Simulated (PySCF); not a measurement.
CClF2NOSi, SMILES O=C=N[Si](F)(F)Cl. Atoms are numbered in the order given.

```xyz
7

O      0.4257     3.4553     0.0000
C      0.1546     2.3223     0.0000
N     -0.1363     1.1553     0.0000
Si    -0.3697    -0.5105     0.0000
F     -1.2183    -0.9325     1.2905
F     -1.2183    -0.9325    -1.2905
Cl     1.3956    -1.5136     0.0000
```
Charge 0, spin multiplicity 1.

Coordinates come from a B3LYP-D3(BJ)/def2-SVP optimisation. This is a generated structure with no PubChem entry under its InChIKey; it may be hypothetical. One conformer was computed; it need not be the lowest.

Computed with B3LYP/pcSseg-1 (PySCF).

GIAO shieldings, no solvent; atoms alike by connectivity are averaged. δ = σ(ref) − σ: ¹⁷O against H2O (σ = 333.8 ppm); ¹³C against TMS (σ = 181.3 ppm); ¹⁵N against NH3 (σ = 265.5 ppm); ²⁹Si against TMS (σ = 338.7 ppm); ¹⁹F against CFCl3 (σ = 161.7 ppm); ³⁵Cl against HCl (σ = 933.3 ppm), references at their B3LYP-D3(BJ)/def2-TZVP geometries, non-relativistic (without spin–orbit terms, shifts of atoms bonded to Cl or Br come out too high).

```
nucleus   atoms  count  δ (ppm)
-------  ------  -----  -------
¹⁷O          O1      1    154.5
¹³C          C2      1    124.8
¹⁵N          N3      1     49.9
²⁹Si        Si4      1    -83.4
¹⁹F      F5, F6      2   -133.7
³⁵Cl        Cl7      1     57.2
```
